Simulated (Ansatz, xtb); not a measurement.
## C3H7BN2Si: which of two isomers lies lower

Structure I is `Bn1ccnc1[SiH3]`, a singlet and structure II is `Bn1cnc([SiH3])c1`, a singlet. Both are isolated molecules in the gas phase, relaxed with B3LYP-D3(BJ)/def2-SVP; the shapes shown needn't be the lowest conformers.

I (Å):

```xyz
14

C    -2.1617   -2.8016    0.4154
C    -1.9212   -3.8193    1.2913
C    -0.8869   -2.1058    2.1176
B    -1.4640   -0.3714    0.3581
N    -1.5047   -1.6767    0.9227
N    -1.1305   -3.3734    2.3401
Si    0.1559   -1.0363    3.2694
H    -2.0471   -0.1678   -0.6725
H    -0.8459    0.4813    0.9352
H    -2.7267   -2.7529   -0.5116
H    -2.2659   -4.8510    1.2383
H    -0.6455    0.1063    3.7935
H     1.3397   -0.4877    2.5483
H     0.5949   -1.9100    4.3861
```

II (Å):

```xyz
14

C    -0.1850   -0.9671    0.5074
C    -0.6433   -2.1004    2.2905
C    -1.8366   -1.9086    1.6457
B    -2.4819   -0.7290   -0.5129
N    -1.5688   -1.1755    0.4848
N     0.3846   -1.4922    1.5450
Si   -0.2858   -2.9963    3.8938
H    -3.6473   -0.9911   -0.3857
H    -2.0438   -0.1061   -1.4424
H     0.3080   -0.4128   -0.2922
H    -1.5735   -3.5243    4.4322
H     0.3201   -2.0677    4.8895
H     0.6532   -4.1301    3.6626
H    -2.8497   -2.2171    1.8909
```

Task: Estimate which is lower in electronic energy at CCSD(T)/def2-SVP + ΔMP2/def2-TZVPP, and by roughly how much.

Result: Too close to call at this level: CCSD(T)/def2-SVP + ΔMP2/def2-TZVPP gives E(II) − E(I) = −0.94 kcal/mol.

Level by level:

```csv
level,geometry,E(II) − E(I) (kcal/mol),departure from the last row (kcal/mol),"job, with rough time for the two"
GFN2-xTB,GFN2-xTB,+0.89,+1.82,"optimisation, 0.89 s"
HF/STO-3G,GFN2-xTB,+0.06,+1.00,"single point, 4.9 s"
r2SCAN-D4/def2-SVP,GFN2-xTB,−0.02,+0.92,"single point, 19 s"
B3LYP-D3(BJ)/def2-SVP,B3LYP-D3(BJ)/def2-SVP,−0.71,+0.23,"optimisation, 4 min"
HF/def2-SVP,B3LYP-D3(BJ)/def2-SVP,−2.65,−1.71,part of the CCSD(T) run
MP2/def2-SVP,B3LYP-D3(BJ)/def2-SVP,−1.25,−0.31,part of the CCSD(T) run
CCSD(T)/def2-SVP,B3LYP-D3(BJ)/def2-SVP,−1.30,−0.36,single point
CCSD(T)/def2-SVP + ΔMP2/def2-TZVPP,B3LYP-D3(BJ)/def2-SVP,−0.94,,"single point, 3.3 min"
```

As drawn, both hold the same kinds of bond in the same numbers.

The largest departure from CCSD(T)/def2-SVP + ΔMP2/def2-TZVPP is that of GFN2-xTB, 1.82 kcal/mol. The last row adds to CCSD(T) the change of the MP2 difference between the two basis sets, here +0.36 kcal/mol.

With thermal terms from frequencies at re-optimised GFN2-xTB minima (ideal gas, soft modes damped towards free rotors, one conformer each, 298.15 K, 1 atm): the zero-point term adds −0.15 kcal/mol; ΔH is −0.95 and ΔG −1.42 kcal/mol.

The correlated steps freeze 11 core orbitals. Codes used: Ansatz 0.2.0, xtb 6.7.1; the last row on 2 threads of Intel(R) Xeon(R) Processor @ 2.50GHz (Skylake/Cascade Lake) on a shared host.
